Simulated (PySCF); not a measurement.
## Dipole polarisabilities along the third row

Calculated with PySCF 2.14 for the ground configurations, without spin-orbit coupling: coupled response for Hartree-Fock and DFT. Mean α in bohr³, C₆ of like pairs in atomic units.

```csv
species,α UHF,α PBE,α PBE0,α recommended (Schwerdtfeger and Nagle),C₆ UHF,C₆ PBE,C₆ PBE0
"Mg [Ne] 3s2 (aug-cc-pV5Z, non-relativistic)",81.54,74.07,75.02,71.2 ± 0.4,765.6,659.6,674.5
"Al [Ne] 3s2 3p1 (aug-cc-pV(5+d)Z, non-relativistic)",61.23,65.72,62.43,57.8 ± 1,554.1,583.2,554.2
"Si [Ne] 3s2 3p2 (aug-cc-pV(5+d)Z, non-relativistic)",38.46,41.82,39.87,37.3 ± 0.7,315.9,343.5,325.8
"P [Ne] 3s2 3p3 (aug-cc-pV(5+d)Z, non-relativistic)",25.45,27.72,26.53,25 ± 1,187.9,206.6,196.3
"S [Ne] 3s2 3p4 (aug-cc-pV(5+d)Z, non-relativistic)",19.14,21.08,20.13,19.4 ± 0.1,130.2,145.5,137.8
"Cl [Ne] 3s2 3p5 (aug-cc-pV(5+d)Z, non-relativistic)",14.23,15.73,15.04,14.6 ± 0.1,89.03,100.1,94.97
"Ar [Ar] (aug-cc-pV(5+d)Z, non-relativistic)",10.75,11.91,11.40,11.083 ± 0.007,61.97,69.90,66.42
```

Hartree-Fock lacks correlation. PBE lies above the recommended values here, as self-interaction makes its density too diffuse. All values carry a basis error.
